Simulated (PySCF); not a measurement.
**TiH₃ + 3 F₂ → TiF₃ + 3 HF**

Level: PBE0 in the def2-TZVP basis family, all electrons, no relativity, computed in PySCF with density fitting; open shells unrestricted.

```csv
species,state and structure,ZPE (kJ/mol),H(298 K) − H(0) (kJ/mol),S° (J/(mol K))
TiH₃,"doublet, C3v, Ti–H 1.730 Å (×3); H–Ti–H 118.3° (×3)",39.1,12.1,237.1
F₂,"singlet, D∞h, F–F 1.376 Å",6.6,8.7,201.9
TiF₃,"doublet, D3h, Ti–F 1.769 Å (×3)",15.9,15.8,302.7
HF,"singlet, C∞v, H–F 0.920 Å",24.9,8.7,173.6
```

(1) Is the gas-phase reaction uphill or downhill in electronic energy at this level, and by how much?

(2) Add zero-point, thermal and entropy terms for 298.15 K and 1 bar.

Results:

(1) At PBE0/def2-TZVP, ΔE = -2280.8 kJ/mol, downhill. 

(2) ΔZPE = 31.7 and Δ[H(298) − H(0)] = 3.7 kJ/mol give ΔH° = -2245.4 kJ/mol. ΔS° = -19.3 J/(mol K), so ΔG° = -2245.4 − 298.15 × (-0.0193) = -2240 kJ/mol.

Open d or f shells are single determinants, so the state found may not be the ground state. Only the bonding shown was studied: isomers, or loss of a ligand pair, can lie lower.
